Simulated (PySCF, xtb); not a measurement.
CH4ClIn, SMILES [Cl][InH][CH3].

GFN2-xTB (xtb) at its own geometry gives an orbital gap of 3.89 eV and a dipole moment of 3.17 D.

Coordinates come from a PBE0-D3(BJ)/def2-SVP optimisation. The def2 effective core potentials stand for the cores of In; spin–orbit coupling is left out.

**Question.** What does r2SCAN/def2-TZVPD run with PySCF give? (Estimate from the structure and the level; the computed values follow.)

**Answer.** gap 4.85 eV (levels -6.93 and -2.08 eV), dipole 3.51 D.
